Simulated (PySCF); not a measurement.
A GIAO shielding run with PySCF 2.14.0 with density-fitted response routines (density fitting, non-relativistic, gas phase) on SMILES CCC[Si@@H](Cl)SC(C)=S, C5H11ClS2Si:

```
$ OMP_NUM_THREADS=1 python probes_run.py task.json out

{"job": {"kind": "nmr", "xc": "PBE0", "basis": "pcSseg-1"}, "charge": 0, "multiplicity": 1}
C     -3.813345    -0.626303     0.435723
C     -2.580621    -0.396532    -0.429603
C     -1.324722    -0.213996     0.419245
Si     0.218223     0.089264    -0.639510
Cl     0.024546     1.778640    -1.696847
S      1.796049     0.336443     0.880803
C      3.223212     0.407822    -0.098703
C      4.482091     0.631142     0.663645
S      3.205569     0.258362    -1.723972
H     -4.697485    -0.753862    -0.183805
H     -3.976498     0.220849     1.098150
H     -3.690128    -1.518527     1.045341
H     -2.444334    -1.245562    -1.102033
H     -2.732296     0.488497    -1.049905
H     -1.186760    -1.097745     1.044239
H     -1.480327     0.623817     1.103348
H      0.596067    -1.063633    -1.439492
H      5.343844     0.487568     0.016999
H      4.536524    -0.045644     1.515335
H      4.495242     1.650079     1.053161
```

Hardware: 1 thread of an Arm Neoverse N1, shared host. The job also computes population analyses, field gradients.

Question: How large is the calculation?

Answer: 104 electrons, 236 basis functions and 1317 auxiliary functions.

Question: How long does it take, and how much memory does it need?

Answer: 110 s of wall time, with 14 SCF cycles and 5 response iterations; peak memory 1.1 GiB. Times on a shared host scatter by some tens of per cent.
